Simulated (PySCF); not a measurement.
An excited-state job on `BBCc1cc(=O)c1=O`.

Computed with TDDFT CAM-B3LYP/def2-SVPD, vertical, gas phase, core orbitals frozen in the response (PySCF 2.14.0, density-fitted response routines). Geometry: GFN2-xTB. A driver script takes a list of jobs; this job's settings line and coordinates (Å) are shown.

Command:
```bash
OMP_NUM_THREADS=1 python probes_run.py task.json out
```

Input:
```
{"job": {"kind": "uv", "xc": "CAM-B3LYP", "basis": "def2-SVPD", "nstates": 8, "ntriplets": 3}, "charge": 0, "multiplicity": 1}
B      1.984777     1.024493     0.408174
B      1.768961    -0.126221    -0.713481
C      0.479604    -1.081576    -0.768756
C     -0.704890    -0.463004    -0.179387
C     -1.906878    -0.011012    -0.642796
C     -2.359371     0.474240     0.674645
O     -3.341074     0.993736     1.120354
C     -0.991632    -0.000665     1.215601
O     -0.389884     0.008521     2.249981
H      1.643441     2.136669     0.262211
H      2.555948     0.819310     1.409397
H      2.569819    -0.374308    -1.536546
H      0.261073    -1.462715    -1.766759
H      0.791955    -1.923094    -0.140228
H     -2.366263    -0.006385    -1.614323
```

What does the run print?

```
coarse grid: 13496 points
cycle   1  E = -393.3428506736  dE =  1.761e+00  |g| = 1.127e+00  |ddm| = 8.096e+00
cycle   2  E = -392.5389756067  dE =  8.039e-01  |g| = 2.384e+00  |ddm| = 4.778e+00
cycle   3  E = -393.6180534150  dE = -1.079e+00  |g| = 8.232e-02  |ddm| = 3.444e+00
cycle   4  E = -393.6195108753  dE = -1.457e-03  |g| = 5.028e-02  |ddm| = 2.720e-01
cycle   5  E = -393.6201709235  dE = -6.600e-04  |g| = 1.280e-02  |ddm| = 1.326e-01
cycle   6  E = -393.6202226353  dE = -5.171e-05  |g| = 5.518e-03  |ddm| = 4.246e-02
cycle   7  E = -393.6202324933  dE = -9.858e-06  |g| = 1.774e-03  |ddm| = 2.091e-02
final grid: 133104 points
cycle   8  E = -393.7083072879  dE = -3.416e-05  |g| = 4.725e-03  |ddm| = 1.203e-01
cycle   9  E = -393.7083005443  dE =  6.744e-06  |g| = 7.812e-03  |ddm| = 1.807e-02
cycle  10  E = -393.7083123645  dE = -1.182e-05  |g| = 7.702e-04  |ddm| = 9.642e-03
cycle  11  E = -393.7083124893  dE = -1.248e-07  |g| = 2.136e-04  |ddm| = 1.502e-03
cycle  12  E = -393.7083124993  dE = -9.991e-09  |g| = 1.194e-04  |ddm| = 6.615e-04
cycle  13  E = -393.7083125026  dE = -3.290e-09  |g| = 3.260e-05  |ddm| = 2.754e-04
cycle  14  E = -393.7083125029  dE = -3.079e-10  |g| = 1.203e-05  |ddm| = 1.036e-04
converged SCF energy = -393.7083125029

Static polarisability (au): isotropic 89.493, principal 65.441 91.716 111.321

Singlet excitations
state   eV       nm        f      main configurations
  1   3.5094    353.3   0.00006   H->L 0.77, H->L+3 0.12
  2   3.7972    326.5   0.00012   H->L+3 0.41, H->L+1 0.22, H->L+2 0.17
  3   5.1973    238.6   0.00888   H-2->L+1 0.52, H->L+1 0.17
  4   5.3802    230.4   0.00266   H->L+1 0.38, H->L+2 0.28, H-2->L+1 0.10
  5   5.4329    228.2   0.00368   H-2->L+2 0.53, H-2->L+3 0.13
  6   5.6634    218.9   0.00026   H-3->L 0.39, H-3->L+3 0.19, H-3->L+2 0.12
  7   5.7985    213.8   0.00629   H->L+2 0.34, H->L+3 0.29, H->L+1 0.11
  8   5.8895    210.5   0.07249   H-1->L 0.62, H-1->L+2 0.11

Triplet excitations (Tamm-Dancoff, eV): 3.0656 3.3928 3.8575
```

The SCF starts on a coarse grid where the log names one; the energy can jump when the final grid takes over, and dE then counts from the start density on the new grid. H and L stand for HOMO and LUMO; the number after each pair is its weight.

Give S1 in cm⁻¹ and kJ/mol.

3.5094 eV × 8065.54 = 28305 cm⁻¹; × 96.485 = 338.6 kJ/mol.

Which computed singlet has the largest oscillator strength, and what do all of them sum to?

State 8 at 5.89 eV (211 nm), f = 0.072; the 8 states sum to 0.094.

Main results: HOMO -8.70 eV, LUMO -1.11 eV; lowest singlet 3.51 eV; lowest triplet 3.07 eV (Tamm–Dancoff); mean polarisability 89.5 au.

Time: 72 s wall; peak memory 1.1 GiB. Hardware: one thread of an Arm Neoverse V1, shared host.

One conformer stands for the species.
Labels such as C1 count atoms from 1, the log's own numbers from 0.
